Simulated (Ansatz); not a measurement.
`O[CH2][ZnH]` + `O[SiH2]F` → `F[SiH2][O][ZnH]` + CH₃OH at 400 K and 1 bar (ligand exchange at a Zn–C bond).

Calculated with Ansatz (gas phase, PBE0-D4/def2-TZVP geometries, no zero-point term in ΔE). CCSD(T)/CBS adds triple-zeta CCSD(T) − MP2 to the extrapolated MP2 energy (def2 sets, frozen cores). This one scheme is used for every species. For Zn outer-core shells are correlated without core-valence functions, which leaves a few kJ/mol of doubt a bond. Scalar relativity is left out up to krypton. One conformer a species, not always the lowest.

```csv
species,CCSD(T)/CBS energy (Eh),H − E (kJ/mol),S (J/(mol·K))
`O[CH2][ZnH]`,-1893.96502,146.6,318.4
`O[SiH2]F`,-465.96250,110.6,296.9
`F[SiH2][O][ZnH]`,-2244.35972,109.5,369.0
CH₃OH,-115.61712,151.2,252.6
```

H − E and S are ideal-gas, rigid-rotor, harmonic terms from PBE0-D4/def2-TZVP, for one conformer and one mirror image of each species. 1 Eh = 2625.50 kJ/mol, R = 8.31446 J/(mol·K).

**Question.** By hand: ΔE, ΔH, ΔS and ΔG.

**Answer.** ΔE = (-2244.35972) + (-115.61712) − (-1893.96502) − (-465.96250) = -0.04932 Eh = -129.5 kJ/mol. Δ(H − E) = 109.5 + 151.2 − 146.6 − 110.6 = 3.5, so ΔH = -126.0 kJ/mol. ΔS = 369.0 + 252.6 − 318.4 − 296.9 = 6.3 J/(mol·K). ΔG = -126.0 − 400 × (6.3)/1000 = -128.5 kJ/mol.

**Question.** By hand: the equilibrium constant, and the temperature at which ΔG would vanish if ΔH and ΔS stayed fixed.

**Answer.** log₁₀ K = −ΔG/(RT ln 10) = 16.8. ΔH and −TΔS have one sign here, so there is no such temperature.

The number of gas molecules stays the same, so ΔS is small and ΔH decides. A doubt of 5 kJ/mol in ΔE shifts log₁₀ K by 0.7 here. Other conformers and mirror images would add mixing entropy, several J/(mol·K) or more a flexible species. Modes under 60 cm⁻¹, often nearly free rotors, make the harmonic entropy too high. These are equilibria of isolated gas molecules and say nothing of rates. Largest T1 diagnostic: 0.015 (customary marks: 0.02 for closed shells, 0.045 for open ones).

ΔS is within the doubt of such terms, so its sign, and with it that verdict, could turn.
